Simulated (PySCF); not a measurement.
## Calculated data, AlBH5OSi, AlH5NOSi

All values are calculated (PySCF 2.14.0). Calculation on a computer-drawn molecule: the log of a Hartree-Fock and frozen-core CCSD(T) single point meant for a local Hartree-Fock minimum, with one planted fault or none, to be diagnosed. Offsets are logged minus clean, where the clean run is the same molecule without the fault. The reference is restricted for singlets and unrestricted otherwise, and also for a bond in bohr or an excited solution. Adding or removing an electron swaps singlet and doublet. The excited solution moves the top pair (singlet) or top alpha electron (doublet) to the lowest empty orbital. Highest occupied and lowest empty are orbital energies over both spins, largest force is the largest gradient component, triples share is (T) over the correlation energy, the T1 limit is 0.02 restricted and 0.045 unrestricted, electrons count all cores, a negative frequency is imaginary (commonest isotopes), and the dipole is about the centre of nuclear charge.

Common to all runs: meant charge 0; meant multiplicity 2; meant basis cc-pV(D+d)Z; logged basis functions 99; logged SCF converged yes; logged CC converged yes; logged SCF stable within its kind yes; possible faults no fault, one electron removed, one electron added, multiplicity raised by two, geometry at a saddle point, SCF held on an excited solution, minimal basis STO-3G, one bond length entered in bohr, all coordinates scaled.

```json
{"entry": 1, "formula": "AlBH5OSi", "logged_structure": {"atoms_angstrom": [["O", -1.164, 0.3156, 1.4585], ["Si", -0.6254, 0.4732, 0.073], ["B", 1.1787, 0.6078, 0.079], ["Al", 3.0496, 0.75, 0.0679], ["H", -2.0079, 0.2436, 1.5599], ["H", -0.9776, -0.5795, -0.6766], ["H", -1.1381, 1.573, -0.4945], ["H", 3.6594, 2.0372, 0.1618], ["H", 3.846, -0.4292, -0.0436]]}, "given": {"logged_electrons": 45, "logged_spin_squared": 0.7569, "logged_highest_occupied [eV]": -8.7205, "logged_lowest_empty [eV]": 0.71607, "logged_largest_force [hartree/bohr]": 0.14717, "logged_T1_diagnostic": 0.013926, "logged_D1_diagnostic": 0.038835, "logged_triples_share": 0.020969, "logged_dipole_magnitude [debye]": 1.9679, "logged_energy_HF [hartree]": -633.17394, "logged_energy_CCSD(T) [hartree]": -633.63863, "drawn_bonds_atom": [1, 2, 3, 1, 2, 2, 4, 4], "drawn_bonds_other_atom": [2, 3, 4, 5, 6, 7, 8, 9], "drawn_bonds_order": [1, 1, 1, 1, 1, 1, 1, 1]}, "results": {"planted_fault": "all coordinates scaled, by -9.8 %", "HF_energy_offset_from_clean_run [kcal/mol]": 61.58, "CCSD(T)_energy_offset_from_clean_run [kcal/mol]": 65.09}}
{"entry": 2, "formula": "AlH5NOSi", "logged_structure": {"atoms_angstrom": [["O", 0.8478, 2.8128, 2.3998], ["Si", 0.5453, 1.7351, 1.1866], ["N", 1.8636, 1.5452, 0.0946], ["Al", 2.8436, 0.1126, -0.3641], ["H", 1.592, 2.6617, 2.9626], ["H", -0.6515, 2.2864, 0.5267], ["H", 0.2695, 0.3885, 1.7356], ["H", 2.0905, 2.392, -0.4076], ["H", 3.942, 0.3564, -1.4919]]}, "given": {"logged_electrons": 48, "logged_spin_squared": 0.0, "logged_highest_occupied [eV]": -0.23244, "logged_lowest_empty [eV]": 6.8855, "logged_largest_force [hartree/bohr]": 0.060527, "logged_T1_diagnostic": 0.014518, "logged_D1_diagnostic": 0.040623, "logged_triples_share": 0.024966, "logged_dipole_magnitude [debye]": 9.0841, "logged_energy_HF [hartree]": -663.14283, "logged_energy_CCSD(T) [hartree]": -663.73053, "drawn_bonds_atom": [1, 2, 3, 1, 2, 2, 3, 4], "drawn_bonds_other_atom": [2, 3, 4, 5, 6, 7, 8, 9], "drawn_bonds_order": [1, 1, 1, 1, 1, 1, 1, 1]}, "results": {"planted_fault": "one electron added", "HF_energy_offset_from_clean_run [kcal/mol]": 12.3, "CCSD(T)_energy_offset_from_clean_run [kcal/mol]": -7.975}}
```
